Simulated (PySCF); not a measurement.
Can point charges reproduce the dipole moment of `c1([SiH3])oc(nn1)OC`?

Coordinates (GFN2-xTB, Å) and charges (e) from the PBE0/pcSseg-1 density (PySCF):

```json
{"atom": "C1", "x": "3.016", "y": "0.444", "z": "0.535", "Mulliken": "-0.0311", "IAO": "-0.2074", "Hirshfeld": "-0.0237", "ESP-fitted": "-0.0903"}
{"atom": "O2", "x": "1.752", "y": "0.775", "z": "1.094", "Mulliken": "-0.4479", "IAO": "-0.3039", "Hirshfeld": "-0.0983", "ESP-fitted": "-0.4371"}
{"atom": "C3", "x": "0.730", "y": "0.206", "z": "0.487", "Mulliken": "+0.6377", "IAO": "+0.4732", "Hirshfeld": "+0.1984", "ESP-fitted": "+1.0452"}
{"atom": "N4", "x": "0.743", "y": "-0.609", "z": "-0.518", "Mulliken": "-0.3385", "IAO": "-0.2975", "Hirshfeld": "-0.1795", "ESP-fitted": "-0.4441"}
{"atom": "N5", "x": "-0.552", "y": "-0.919", "z": "-0.760", "Mulliken": "-0.2444", "IAO": "-0.1896", "Hirshfeld": "-0.1479", "ESP-fitted": "-0.3896"}
{"atom": "C6", "x": "-1.281", "y": "-0.288", "z": "0.094", "Mulliken": "+0.0600", "IAO": "-0.0173", "Hirshfeld": "+0.0137", "ESP-fitted": "+0.3889"}
{"atom": "Si7", "x": "-3.151", "y": "-0.299", "z": "0.261", "Mulliken": "+0.5632", "IAO": "+0.6284", "Hirshfeld": "+0.3361", "ESP-fitted": "+0.2880"}
{"atom": "O8", "x": "-0.507", "y": "0.464", "z": "0.937", "Mulliken": "-0.3781", "IAO": "-0.2598", "Hirshfeld": "-0.0754", "ESP-fitted": "-0.4894"}
{"atom": "H9", "x": "3.145", "y": "-0.639", "z": "0.499", "Mulliken": "+0.1294", "IAO": "+0.1596", "Hirshfeld": "+0.0515", "ESP-fitted": "+0.0688"}
{"atom": "H10", "x": "3.755", "y": "0.900", "z": "1.188", "Mulliken": "+0.1379", "IAO": "+0.1682", "Hirshfeld": "+0.0612", "ESP-fitted": "+0.1536"}
{"atom": "H11", "x": "3.099", "y": "0.843", "z": "-0.478", "Mulliken": "+0.1251", "IAO": "+0.1565", "Hirshfeld": "+0.0529", "ESP-fitted": "+0.0770"}
{"atom": "H12", "x": "-3.598", "y": "-1.679", "z": "0.108", "Mulliken": "-0.0650", "IAO": "-0.0981", "Hirshfeld": "-0.0589", "ESP-fitted": "-0.0610"}
{"atom": "H13", "x": "-3.703", "y": "0.569", "z": "-0.780", "Mulliken": "-0.0707", "IAO": "-0.1059", "Hirshfeld": "-0.0641", "ESP-fitted": "-0.0602"}
{"atom": "H14", "x": "-3.449", "y": "0.231", "z": "1.591", "Mulliken": "-0.0777", "IAO": "-0.1064", "Hirshfeld": "-0.0663", "ESP-fitted": "-0.0498"}
```

**Question.** Compute μ = Σ q r for each scheme (1 e·Å = 4.803 D) and compare with the dipole of the full density.

**Answer.** The full density gives (0.46, 1.22, 1.46) D, 1.96 D in size; dipole vectors point from the negative to the positive end.

```
    scheme     μx    μy    μz  size (D)  share of the full size (%)  angle to the full dipole (°)
  Mulliken  -0.54  0.18  0.27      0.63                          32                            73
       IAO  -0.12  0.40  0.54      0.68                          35                            24
 Hirshfeld   0.21  0.84  1.01      1.33                          68                             4
ESP-fitted   0.47  1.23  1.45      1.96                         100                             1
```

**Question.** Which set comes closest?

**Answer.** Length of the difference vector: ESP-fitted 0.02 D, Hirshfeld 0.64 D, IAO 1.37 D, Mulliken 1.87 D. Closest: ESP-fitted. 

**Question.** What is left for the Hirshfeld atoms' own dipoles?

**Answer.** The Hirshfeld atoms' densities add up to the full density, so μ = Σ q r + Σ (atomic dipoles). The atomic dipoles sum to (0.46, 1.22, 1.46) − (0.21, 0.84, 1.01) = (0.25, 0.38, 0.45) D, 0.64 D in size.

**Question.** With the origin at the mean of the coordinates, (0.000, 0.000, 0.304) Å, which are the largest single terms, by size, of the ESP-fitted dipole along the direction of the full one?

**Answer.** O2 -3.11, N5 +2.80, C3 +2.18, N4 +1.75, H10 +1.55 D; all 14 atoms together +1.96 D. The single terms depend on the origin, their sum doesn't.

**Question.** Give the size of the full dipole in other units.

**Answer.** 1.96 D = 0.771 au = 0.408 e·Å = 6.54 × 10⁻³⁰ C·m.

Geometry: GFN2-xTB, one conformer, isolated molecule. GFN2-xTB frequencies show an imaginary mode (39i cm⁻¹), so this geometry is no minimum at that level.

These values come from a run that also computed NMR shieldings. On one thread of an Intel Xeon Platinum 8488C, on a shared host, this took 30 s (grids of density and orbitals included) and 0.73 GiB of memory at its peak.

The values belong to the conformer `[CH3:1][O:2][c:3]1[n:4][n:5][c:6]([SiH3:7])[o:8]1`: C1–O2–C3–N4 1°.
